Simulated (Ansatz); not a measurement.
Calculated with Ansatz (gas phase, PBE0-D4/def2-TZVP geometries, no zero-point term in ΔE). CBS: MP2 limit from def2 TZ/QZ plus the TZ coupled-cluster correction, frozen cores. This one scheme is used for every species. DFT in def2-TZVPP. B3LYP here is the variant with VWN-RPA as its local correlation; programs differ in this. For Se outer-core shells are correlated without core-valence functions, which leaves a few kJ/mol of doubt a bond. Scalar relativity is left out up to krypton. Each species was taken in one conformer, which may not be the lowest.

`F[SiH2]OC[SeH]` + `[AlH2][SH]` → `F[SiH2][S][AlH2]` + `OC[SeH]`  (ligand exchange at the Si–O bond)

Task: Is it downhill or uphill in electronic energy at CCSD(T)/CBS, and by how much? (Estimate.)

Result: The calculation gave: Uphill: ΔE = +39.4 kJ/mol.

Task: What do these levels give: revPBE-D4, r2SCAN-D4, B3LYP-D4, PBE, r2SCAN0, CCSD(T)/def2-TZVPP? (An estimate is asked.)

Result: Computed: revPBE-D4 26.4, r2SCAN-D4 35.3, B3LYP-D4 42.6, PBE 25.1, r2SCAN0 35.6, CCSD(T)/def2-TZVPP 42.7 kJ/mol.

Task: What do rigid-rotor, harmonic-oscillator terms from PBE0-D4/def2-TZVP frequencies (298.15 K, 1 bar) make of the CCSD(T)/CBS value? (Best estimate.)

Result: Computed: ΔZPE = +6.6 kJ/mol, ΔH = +46.6 kJ/mol, ΔS = 8 J/(mol·K), ΔG = +44.2 kJ/mol. Modes under 50 cm⁻¹ make the entropy rough.

Largest T1 diagnostic among the species: 0.012.

In def2-TZVPP, CCSD(T) changes the Hartree–Fock value by −8.8 kJ/mol (the triples alone add −2.3 kJ/mol) and MP2 by −11.2 kJ/mol. From BLYP to BHLYP (50 % exact exchange), in def2-TZVPP and without D4, ΔE moves by +7.1 kJ/mol.
